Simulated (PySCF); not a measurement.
From one molecule to another.

First species: C8H9Cl.
SMILES: `C=C1C=C(C)C(CCl)=C1`

Second species: C₈H₁₀FOP.
SMILES: `FC1=C([P@H](=O)C(C)=C1C=C)C`

Levels: PBE0/pcSseg-1 for dipole moment, HOMO energy, LUMO energy and HOMO–LUMO gap; GFN2-xTB for rotational constant A and rotational constant C. Geometries: GFN2-xTB. Each species is one conformer at its optimised geometry, gas phase, non-relativistic unless stated; the electronic structure was computed with PySCF and density fitting.

The conformers computed, where there is a choice (atom-mapped SMILES and torsion angles):
- `[CH2:1]=[C:2]1[CH:3]=[C:4]([CH3:5])[C:6]([CH2:7][Cl:8])=[CH:9]1`: C4–C6–C7–Cl8 -76°
- `[CH2:1]=[CH:2][C:3]1=[C:4]([CH3:5])[P@@H:6](=[O:7])[C:8]([CH3:9])=[C:10]1[F:11]`: C1–C2–C3–C4 159°

```tsv
property	column X	column Y
dipole moment	3.68 D	2.17 D
HOMO energy	-6.63 eV	-6.42 eV
LUMO energy	-2.20 eV	-2.01 eV
HOMO–LUMO gap	4.43 eV	4.41 eV
rotational constant A	1.289 GHz	2.501 GHz
rotational constant C	0.547 GHz	0.721 GHz
```

Which column belongs to which species?

Column X is the second species and column Y the first. The first has 18 atoms and 74 electrons, the second 21 and 90.

How does each property change from the first species to the second?

dipole moment +1.51 D; HOMO energy -0.21 eV; LUMO energy -0.19 eV; HOMO–LUMO gap +0.02 eV; rotational constant A -1.212 GHz; rotational constant C -0.174 GHz.

On the first: A dipole of 2.17 D is allowed in C1, and pure rotational transitions are dipole-allowed. The dipole equals about 7.2 × 10⁻³⁰ C·m (1 D = 3.33564 × 10⁻³⁰ C·m).

On the second: The dipole matches unit charges of opposite sign 0.77 Å apart (1 e·Å = 4.8032 D). A dipole of 3.68 D is allowed in C1, and pure rotational transitions are dipole-allowed.
